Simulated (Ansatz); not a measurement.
BH6NOSi (`NB[SiH2]O`). Charge 0, multiplicity 1. Geometry: relaxed with PBE0-D4/def2-TZVP. It is one conformer, not always the lowest.

```xyz
10

N    -1.028   -1.189   -1.067
B    -0.851   -0.265   -0.050
Si    0.892    0.729    0.170
O     1.440    0.723    1.737
H    -1.890   -1.690   -1.216
H    -0.310   -1.433   -1.729
H    -1.784   -0.077    0.685
H     0.734    2.135   -0.321
H     1.998    0.120   -0.623
H     0.800    0.947    2.414
```

(1) What is the dipole moment at PBE/def2-TZVPP? (Best estimate.)

(2) And with r2SCAN, B3LYP, ωB97M-V? (An estimate is asked.)

(3) Give the Mulliken charges with PBE, ωB97M-V, B3LYP in def2-TZVPP. (Estimate.)

## Answers

(1) Ansatz gave: 2.73 D, with components (-2.05, -1.46, -1.04) D in this frame, pointing from negative to positive charge.

(2) Computed: r2SCAN 2.71 D, B3LYP 2.73 D, ωB97M-V 2.73 D.

(3) Ansatz gave: 
| atom | PBE | ωB97M-V | B3LYP |
| --- | --- | --- | --- |
| N1 | -0.23 | -0.19 | -0.23 |
| B2 | -0.05 | -0.08 | -0.03 |
| Si3 | 0.31 | 0.31 | 0.38 |
| O4 | -0.36 | -0.39 | -0.40 |
| H5 | 0.18 | 0.14 | 0.17 |
| H6 | 0.18 | 0.14 | 0.17 |
| H7 | -0.01 | 0.04 | 0.00 |
| H8 | -0.10 | -0.08 | -0.12 |
| H9 | -0.10 | -0.06 | -0.11 |
| H10 | 0.18 | 0.17 | 0.18 |

B3LYP here is the variant with VWN-RPA as its local correlation; programs differ in this.
